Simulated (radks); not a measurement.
Results of a calculation; reference values are marked as such.
Task: N, 7 electrons, occupied as [He] 2s2 2p2 7f1 (not the ground configuration). Code: a radial shooting solver on a logarithmic mesh with Libxc functionals. Model: Dirac Kohn-Sham, PBEsol, spin-unpolarised, spherical densities, finite nucleus; open shells fill j = l - 1/2 first; Fermi nuclear charge, rms radius 2.5582 fm. Some entries of the table are withheld. Estimate them.

orbital  occ.  eigenvalue (eV)  r(max) (bohr)  <1/r> (bohr^-1)
1s1/2       2              (1)            (2)            6.627
2s1/2       2              (3)         0.9906            1.161
2p1/2       2         -20.0161            (4)              (5)
7f5/2       1          -0.2207          76.15              (6)

Result: 
(1) 1s1/2 eigenvalue (eV): -399.3922
(2) 1s1/2 r(max) (bohr): 0.1486
(3) 2s1/2 eigenvalue (eV): -31.7073
(4) 2p1/2 r(max) (bohr): 0.9184
(5) 2p1/2 <1/r> (bohr^-1): 1.044
(6) 7f5/2 <1/r> (bohr^-1): 0.02175
